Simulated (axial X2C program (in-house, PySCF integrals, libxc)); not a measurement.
OInO: properties at the nuclei

Computed with an in-house all-electron X2C program for linear molecules (integrals from PySCF): two-component X2C with atomic mean-field Coulomb and Gaunt terms, Gaussian nuclei, basis O dyall-av3z, In dyall-v3z with contracted cores.

O–In–O held linear, with bonds 1.872 and 1.872 Å (near the PBE0 minimum at charge 0 of the determinant lowest at the starting distance; the state shown can have its own minimum elsewhere, held linear; other orders of the atoms were not compared).

Determinant lowest in the PBE0 search, Ω = 3/2 (⟨Sz⟩ = 0.50, ⟨Lz⟩ = 1.00 at PBE0), spin on the atoms O 0.30, In -0.11, O 0.30:

```json
{"level": "PBE0", "A∥/gI O (MHz)": "126", "qzz O (a.u.)": "0.70", "A∥/gI In (MHz)": "-219", "qzz In (a.u.)": "-6.09"}
{"level": "HF", "A∥/gI O (MHz)": "224", "qzz O (a.u.)": "0.15", "A∥/gI In (MHz)": "-1170", "qzz In (a.u.)": "-6.77"}
{"level": "B3LYP", "A∥/gI O (MHz)": "125", "qzz O (a.u.)": "0.72", "A∥/gI In (MHz)": "-182", "qzz In (a.u.)": "-5.79"}
```

A∥ (defined per Ω) follows by multiplying with gI = μI/(I μN); qzz is the electric field gradient, eQq0 = 234.96 MHz × Q/barn × qzz. The operators were transformed with the bare-nucleus X2C matrices; with these basis sets, hyperfine constants and field gradients can be off by tens of per cent, and where levels differ in sign neither size nor sign is settled.

(1) With gI(17O) = -0.7575, Q(115In) = 0.772 barn (g factors from the IAEA table of nuclear moments by Stone; Q from Pyykkö, Mol. Phys. 2018), turn the PBE0 values of the first state into constants in MHz.

The molecule was held linear; bending was not examined, so a bent shape may lie lower.

Each state is one determinant with collinear spin. Unrestricted Hartree–Fock can overshoot spin polarisation at the nuclei. At HF a later determinant lies lower. The search compared states at one distance, so a state with another bond length can lie lower. Further determinants of the search, some of them spin-mixed, are not shown. Where a field gradient or hyperfine factor spreads by more than a factor of two over the levels, a constant derived from it is not to be relied on.

Answers

(1) A∥(17O) = 126 × -0.7575 = -95.4 MHz; eQq0(115In) = 234.96 × (0.772) × (-6.09) = -1100 MHz.
